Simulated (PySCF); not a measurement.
A calculated (B2PLYP, PySCF 2.14, aug-cc-pV(T+d)Z, no relativity, point nucleus) atom or ion has these occupied shells.

```
shell  electrons  orbital energy (eV)  rms radius, mean of both spins (bohr)
 1s α          1              -2804.2                                  0.106
 1s β          1              -2803.7                                  0.106
 2s α          1              -273.13                                  0.484
 2s β          1              -272.31                                  0.484
 2p α          3              -208.86                                  0.453
 2p β          3              -208.37                                  0.453
 3s α          1              -27.513                                   1.64
 3p α          3              -12.885                                   2.01
 3p β          3              -10.546                                   2.01
```

Task: Name the element and its charge.

Result: Cl (chlorine, neutral), in [Ne] 3s1 3p6, 2S determinant (an excited configuration).
